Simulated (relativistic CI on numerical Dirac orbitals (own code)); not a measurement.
## P⁺: calculation against measurement

Computed by Dirac-Coulomb-Breit CI, orbitals from a KLI potential per configuration, model QED, valence Slater integrals scaled by 0.85, P86 correlation energy added to each configuration (own radial code, finite nucleus).

Configuration list (outside the closed core [Ne]): 3s2 3p2, 3s 3p3, 3s2 3p 4s, 3s2 3p 4p, 3s2 3p 5s, 3s2 3p 4d, 3s2 3p 3d, 3p4, 3s2 3d2, 3s 3p2 3d, 3s2 4s2, 3s2 3p 5p, 3s2 3d 4s, 3s2 3p 4f, 3s2 4s 4p, 3s2 3p 5d. Levels of other configurations are missing.

```
Configuration  Term (tabulated)  J  Measured (cm⁻¹)  Computed  Error  Purity (%)
      3s2 3p2                3P  0              0.0         0      0          96
      3s2 3p2                3P  1            164.9       159     -6          96
      3s2 3p2                3P  2            469.1       451    -18          96
      3s2 3p2                1D  2           8882.3      9694    812          96
      3s2 3p2                1S  0          21575.6     20353  -1222          94
       3s 3p3               5S°  2          45697.0     46725   1028         100
       3s 3p3               3D°  1          65251.4     70072   4821          81
       3s 3p3               3D°  2          65272.3     70092   4820          81
       3s 3p3               3D°  3          65307.2     70127   4819          81
       3s 3p3               3P°  2          76764.1     81371   4607          77
       3s 3p3               3P°  1          76812.3     81393   4581          77
       3s 3p3               3P°  0          76823.1     81403   4580          78
    3s2 3p 4s               3P°  0          86597.6     95275   8678         100
    3s2 3p 4s               3P°  1          86744.0     95427   8683          98
    3s2 3p 4s               3P°  2          87124.6     95818   8693         100
    3s2 3p 4s               1P°  1          88893.2     97677   8783          96
    3s2 3p 4p                1P  1         101635.7    110456   8820          95
    3s2 3p 4p                3D  1         103165.6    111386   8221          95
    3s2 3p 4p                3D  2         103339.1    111545   8205          99
    3s2 3p 4p                3D  3         103667.9    111879   8211          99
    3s2 3p 4p                3P  0         105224.1    113654   8430         100
    3s2 3p 4p                3P  1         105302.4    113673   8371          72
    3s2 3p 4p                3P  2         105549.7    113985   8435          99
    3s2 3p 4p                3S  1         106001.2    114078   8077          72
    3s2 3p 4p                1D  2         107922.9    115675   7752          98
    3s2 3p 4p                1S  0         111507.7    119272   7764          96
    3s2 3p 5s               3P°  0         123344.2    131571   8227         100
    3s2 3p 5s               3P°  1         123455.5    131699   8244          95
    3s2 3p 5s               3P°  2         123890.8    132127   8236          99
    3s2 3p 5s               1P°  1         124432.3    132944   8511          94
    3s2 3p 4d               3F°  2         124946.7    133082   8135          97
    3s2 3p 4d               3F°  3         125128.9    133269   8140          97
    3s2 3p 4d               3F°  4         125391.1    133531   8140          97
```

Measured levels from NIST Handbook of Basic Atomic Spectroscopic Data (Sansonetti and Martin, J. Phys. Chem. Ref. Data 34, 1559 (2005)); pairs were made by configuration, J and term (by order where the table uses no LS term), so strongly mixed levels may be paired wrongly.

Mean error by configuration (cm⁻¹): 3s2 3p2 -109; 3s 3p3 4179; 3s2 3p 4s 8709; 3s2 3p 4p 8229; 3s2 3p 5s 8305; 3s2 3p 4d 8138. Over the excited levels the mean absolute error is 6440 cm⁻¹ (32 of the 35 excited levels that our extract of the source holds in range could be paired, and the others can miss by more), and the median relative error of those above 1,000 cm⁻¹ is 7.4 %.

Transition probabilities of persistent lines. The last column rescales the computed rate by the cube of measured over computed energy:

| λ measured (Å) | Lower | Upper | A tabulated (s⁻¹) | A computed | A rescaled |
| --- | --- | --- | --- | --- | --- |
| 1310.70 vacuum | 3s2 3p2 3P_2 | 3s 3p3 3P°_2 | 3.28e+07 | 7.24e+07 | 6.07e+07 |
| 1532.53 vacuum | 3s2 3p2 3P_0 | 3s 3p3 3D°_1 | 2.90e+06 | 8.49e+06 | 6.85e+06 |
| 1535.92 vacuum | 3s2 3p2 3P_1 | 3s 3p3 3D°_2 | 3.85e+06 | 1.13e+07 | 9.10e+06 |
| 1536.41 vacuum | 3s2 3p2 3P_1 | 3s 3p3 3D°_1 | 1.80e+06 | 5.50e+06 | 4.44e+06 |
| 1542.30 vacuum | 3s2 3p2 3P_2 | 3s 3p3 3D°_3 | 4.80e+06 | 1.37e+07 | 1.11e+07 |
| 4588.04 air | 3s2 3p 4p 3D_2 | 3s2 3p 4d 3F°_3 | 1.70e+08 | 1.83e+08 | 1.84e+08 |
| 4589.86 air | 3s2 3p 4p 3D_1 | 3s2 3p 4d 3F°_2 | 1.60e+08 | 1.64e+08 | 1.66e+08 |
| 4602.08 air | 3s2 3p 4p 3D_3 | 3s2 3p 4d 3F°_4 | 1.90e+08 | 2.03e+08 | 2.05e+08 |
| 6024.18 air | 3s2 3p 4s 3P°_1 | 3s2 3p 4p 3D_2 | 5.10e+07 | 5.48e+07 | 5.98e+07 |
| 6043.12 air | 3s2 3p 4s 3P°_2 | 3s2 3p 4p 3D_3 | 6.80e+07 | 6.77e+07 | 7.39e+07 |
